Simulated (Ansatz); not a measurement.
All numbers were calculated with Ansatz.

Basis-set series for `C[SiH](F)BS`. The species carries charge 0 and has multiplicity 1. The geometry is a stationary point of PBE0-D4/def2-TZVP. It is one conformer, not always the lowest.

```tsv
functional	basis	functions	energy (Eh)	HOMO (eV)	LUMO (eV)
PBE0-D4	def2-SVP	108	-853.39557	-7.97	-1.81
PBE0-D4	def2-QZVPP	491	-853.86923	-8.04	-1.98
ωB97M-V	def2-SVP	108	-853.71483	-10.07	0.25
ωB97M-V	def2-QZVPP	491	-854.19382	-10.17	-0.04
```

Problem. Give the rows for def2-TZVPP. (An estimate is asked.)

Solution. The calculation gave: 
| functional | basis | functions | energy (Eh) | HOMO (eV) | LUMO (eV) |
| --- | --- | --- | --- | --- | --- |
| PBE0-D4 | def2-TZVPP | 261 | -853.83766 | -8.02 | -1.95 |
| ωB97M-V | def2-TZVPP | 261 | -854.16407 | -10.15 | 0.02 |

Positive LUMOs are unbound and depend on the basis.
